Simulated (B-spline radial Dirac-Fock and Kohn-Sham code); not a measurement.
Total conversion coefficients of In against transition energy

These are calculated numbers from a radial B-spline solver; the model is a Dirac-Hartree-Slater potential of the neutral atom with a Latter tail (no hole, which puts coefficients of high multipoles low close above an edge), finite nucleus with surface currents. Subshells within 1 keV of threshold and pair formation are left out.

```csv
energy (keV),E2,E3,E5,M1,M3,M4
20,832,127000,6.20e+08,7.85,137000,1.20e+07
21.1,637,91700,4.10e+08,6.69,98100,8.09e+06
30.2,126,10600,2.58e+07,16.7,13200,620000
36.7,58.9,3350,5.74e+06,9.40,5000,165000
37.6,53.7,2910,4.76e+06,8.76,4440,141000
47.6,22.3,758,776000,4.38,1430,31400
50,18.6,577,532000,3.79,1130,23200
72.8,4.81,77.8,30500,1.27,197,2580
74.3,4.48,70.1,26200,1.20,179,2300
78.4,3.70,53.4,17500,1.03,140,1700
100,1.55,16.1,2890,0.514,46.7,448
154,0.336,2.19,138,0.154,7.04,46.6
200,0.135,0.700,24.8,0.0761,2.34,12.6
239,0.0730,0.330,8.20,0.0474,1.13,5.30
253,0.0602,0.261,5.83,0.0408,0.897,4.04
268,0.0496,0.207,4.15,0.0351,0.713,3.08
421,0.0117,0.0365,0.363,0.0111,0.128,0.406
500,0.00705,0.0200,0.159,0.00731,0.0693,0.198
645,0.00351,0.00877,0.0524,0.00397,0.0291,0.0719
685,0.00300,0.00731,0.0410,0.00344,0.0239,0.0572
989,0.00125,0.00263,0.0106,0.00148,0.00763,0.0154
1000,0.00122,0.00255,0.0102,0.00145,0.00738,0.0148
1040,0.00112,0.00231,0.00892,0.00133,0.00658,0.0130
1350,0.000645,0.00123,0.00392,0.000751,0.00314,0.00561
1500,0.000522,0.000964,0.00288,0.000600,0.00236,0.00407
1810,0.000364,0.000640,0.00172,0.000406,0.00144,0.00236
2000,0.000302,0.000519,0.00132,0.000331,0.00112,0.00178
2020,0.000297,0.000508,0.00129,0.000324,0.00109,0.00174
```

Question: How fast do they fall between 1810 and 2020 keV?

Answer: As powers of the energy: E2 E^-1.85, E3 E^-2.10, E5 E^-2.62, M1 E^-2.03, M3 E^-2.53, M4 E^-2.79. Within one type (E or M) the higher multipoles fall faster.
